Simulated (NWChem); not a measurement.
Species: H₂ cation, doublet

```xyz
2

H      0.0000     0.0000    -0.5504
H      0.0000     0.0000     0.5504
```
Atoms are numbered in this order, from 1.

All runs: NWChem. Spin-unrestricted. Medium grid unless said otherwise, to which SCAN and Minnesota functionals are sensitive. Coordinates come from a PBE0/def2-SVP, spin-unrestricted optimisation. No stability test was run on the SCF state.

For level M06-2X/def2-SVP:

```yaml
highest occupied level (eV): -26.09
lowest empty minus highest occupied level, either spin (eV): 13.48
```

Question: Estimate the same quantities for level PBE/def2-SVP.

Answer: 
- highest occupied level (eV): -23.36
- lowest empty minus highest occupied level, either spin (eV): 8.31
